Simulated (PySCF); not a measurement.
# Electron correlation in Fe²³⁺ (iron, charge +23)

[He] 2s1, 2S determinant. Computed with PySCF 2.14 in an uncontracted even-tempered set (19 s from 5.5 bohr⁻², ratio 2.2; 8 p from 8.6 bohr⁻², ratio 2.4; 6 d from 26 bohr⁻², ratio 2.4; 5 f from 39 bohr⁻², ratio 2.4; 4 g from 58 bohr⁻², ratio 2.4), with the spin-free X2C one-electron Hamiltonian (Gaussian nucleus). Frozen: nothing; 3 electrons correlated; the 9 highest virtual orbitals of each spin left out.

MP2 pair energies summed by pair of shells (mhartree):

```csv
pair,energy,share (%)
1s-1s,-45.58,84.0
1s-2s,-8.66,16.0
```

Total MP2 correlation energy: -54.25 mhartree.

Same-spin part -1.96 and opposite-spin part -52.28 mhartree; SCS-MP2 scales them by 1/3 and 6/5 to -63.39 mhartree.
